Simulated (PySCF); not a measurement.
A PySCF script (with the pyscf-properties extension) for the NMR shieldings of `C#CC[Si@@H]1[SiH2][Si@@H](N)[Si@@H]1O`, C$_{3}$H$_{11}$NOSi$_{4}$, on a GFN2-xTB geometry:

```python
import basis_set_exchange as bse
import numpy as np
from pyscf import gto, dft
from pyscf.prop import nmr

atoms = """
C     4.219812   -0.566645   -0.932536
C     3.322528    0.176367   -0.653600
C     2.223386    1.032161   -0.298437
Si    0.827150    0.068943    0.621017
Si   -0.218380   -1.578811   -0.718860
Si   -2.271582   -0.445320   -0.458963
N    -3.186895   -1.338814    0.713806
Si   -1.196669    1.282078    0.713374
O    -0.886482    2.569186   -0.266739
H     5.017836   -1.198030   -1.185598
H     2.593156    1.852440    0.320695
H     1.803861    1.473939   -1.204532
H     1.457634   -0.349729    1.892444
H    -0.150145   -2.979980   -0.271884
H     0.276911   -1.670355   -2.103281
H    -3.092493   -0.155037   -1.666714
H    -3.414838   -2.298862    0.513300
H    -3.981304   -0.902573    1.153656
H    -1.788758    1.847164    1.943112
H    -1.559877    3.192557   -0.522993
"""
names = dict.fromkeys(["C", "Si", "N", "O", "H"], "pcSseg-1")
basis = {el: gto.basis.parse(bse.get_basis(n, elements=[el], fmt="nwchem")) for el, n in names.items()}
mol = gto.M(atom=atoms, basis=basis, charge=0, verbose=0)
mf = dft.RKS(mol, xc="PBE0")
mf.grids.level = 2
mf.grids.alignment = dft.numint.BLKSIZE   # the property module wants whole blocks of grid points
mf.conv_tol = 1e-9
mf.kernel()

calc = nmr.RKS(mf)   # GIAO
C = mf.mo_coeff
Co = C[:, mf.mo_occ > 0]
resp = mf.gen_response(singlet=True, hermi=2)
def vind(x):   # induced exchange potential for any number of trial vectors
    d = np.einsum("pi,xij,qj->xpq", C, 2 * x.reshape(-1, C.shape[1], Co.shape[1]), Co, optimize=True)
    return np.einsum("xpq,pi,qj->xij", resp(d - d.transpose(0, 2, 1)), C, Co, optimize=True).ravel()
mo1, _ = nmr.rhf.solve_mo1(calc, with_cphf=vind)
sigma = calc.kernel(mo1)
for i, s in enumerate(sigma):   # ppm
    print("%2d %-2s %9.2f" % (i, mol.atom_pure_symbol(i), np.trace(s) / 3))
```

Question: What does it print?

Answer: 
```
 0 C     112.98
 1 C     100.04
 2 C     185.75
 3 Si    385.73
 4 Si    450.39
 5 Si    371.08
 6 N     272.65
 7 Si    339.23
 8 O     337.28
 9 H      30.37
10 H      29.63
11 H      29.41
12 H      26.68
13 H      27.75
14 H      27.62
15 H      25.57
16 H      32.13
17 H      32.33
18 H      25.28
19 H      31.52
```

These numbers come from an equivalent density-fitted implementation of the same equations, which agrees with the script to about 0.01 ppm for H and up to a few tenths of a ppm for heavy atoms, so last digits may differ.

Question: Turn these shieldings into chemical shifts. Referencing at the same level of theory: ¹³C (σ = 186.93 ppm) and ²⁹Si (σ = 349.16 ppm) and ¹H (σ = 31.72 ppm) vs TMS; NH3 for ¹⁵N (σ = 267.73 ppm); ¹⁷O (σ = 336.08 ppm) vs H2O.

Answer: Averaging equivalent atoms: C 1: 86.9; C 0: 73.9; C 2: 1.2; Si 7: 9.9; Si 5: -21.9; Si 3: -36.6; Si 4: -101.2; N 6: -4.9; O 8: -1.2; H 18: 6.43; H 15: 6.15; H 12: 5.04; H 14: 4.10; H 13: 3.97; H 11: 2.30; H 10: 2.09; H 9: 1.34; H 19: 0.20; H 16/17: -0.52 ppm. Experimental scales use liquid or dissolved standards, which lie at an offset from isolated NH3 (liquid NH3: subtract about 20 ppm) and H2O (liquid H2O: subtract about 36 ppm).

Size and cost of the density-fitted run: 236 basis functions, 120 s wall time on 1 thread of an Arm Neoverse N1, shared host; peak memory 1.1 GiB.
